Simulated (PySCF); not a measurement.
A series of derivatives of C1=C[SiH2][SiH2]C1

Parent skeleton `[CH:1]1=[CH:2][SiH2:3][SiH2:4][CH2:5]1`; one hydrogen on atom 5 is replaced by X. Hydrogens on one atom are averaged.

Computed data (PySCF 2.14.0 with density-fitted response routines): NMR shieldings at PBE0/pcSseg-1/GIAO, structure optimised with GFN2-xTB. Isolated molecule, non-relativistic, single conformer.

δ = σ(ref) − σ, references computed at the same level: 13C (σ = 186.93 ppm) and 29Si (σ = 349.16 ppm) and 1H (σ = 31.72 ppm) vs TMS.

Parent (X = H): C1 161.3, C2 132.6, Si3 -72.7, Si4 -80.0, C5 21.6, H(C1) 7.20, H(C2) 6.37, H(Si3) 4.32, H(Si4) 3.82 ppm. Effects are Δδ = δ(X) − δ(H), positive for deshielding.

Four derivatives gave (Δδ, ppm):
```tsv
compound	C1	C2	Si3	Si4	C5	H(C1)	H(C2)	H(Si3)	H(Si4)
1	+5.3	-1.5	-0.5	+9.3	+23.4	+0.03	-0.09	+0.02	+0.07
2	+0.0	+3.9	-0.9	+21.6	+31.4	-0.04	+0.10	+0.03	+0.40
3	+2.9	+1.8	+1.8	+17.7	+36.8	-0.06	+0.16	+0.14	+0.15
4	+2.2	+2.4	+1.6	+14.2	+21.4	-0.26	+0.10	+0.06	+0.08
```

Question: Their substituents are Cl, N-pyrrolyl, cPr, vinyl. Which is which?

Answer: 1: X = cPr (C1=C[C@H](C2CC2)[SiH2][SiH2]1); 2: X = Cl (Cl[C@@H]1C=C[SiH2][SiH2]1); 3: X = N-pyrrolyl (C1=C[C@H](n2cccc2)[SiH2][SiH2]1); 4: X = vinyl (C=C[C@@H]1C=C[SiH2][SiH2]1).
